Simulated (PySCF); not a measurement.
## Dipole response of Sb (antimony, neutral)

[Kr] 4d10 5s2 5p3, high-spin 4S determinant. Computed with PySCF 2.14 in def2-QZVPPD with the def2 core potential (28 electrons), with scalar relativity through the core potential. Coupled (time-dependent) response in atomic units; α is the mean over directions.

```
method  mean α (bohr³)  C₆ (like pair)  S(−4)
 B97-3           44.96           494.9  551.8
```

S(−4) is the Cauchy moment in α(ω) = α(0) + S(−4) ω² + …

Reference α: 43 ± 2 bohr³ (recommended; Schwerdtfeger and Nagle, table of static dipole polarizabilities (2023 update)). Published C₆: 492.0 (Chu and Dalgarno (2004); Tang, Norbeck and Certain (1976)).

α(iu) at B97-3:

```csv
u (hartree),α(iu) (bohr³)
0,44.96
0.0500,43.63
0.100,40.20
0.200,31.25
0.300,23.49
0.500,13.93
0.750,8.376
1.00,5.713
1.50,3.322
2.00,2.263
3.00,1.292
5.00,0.5941
```

Energies and moments cover only the electrons outside the core potential.
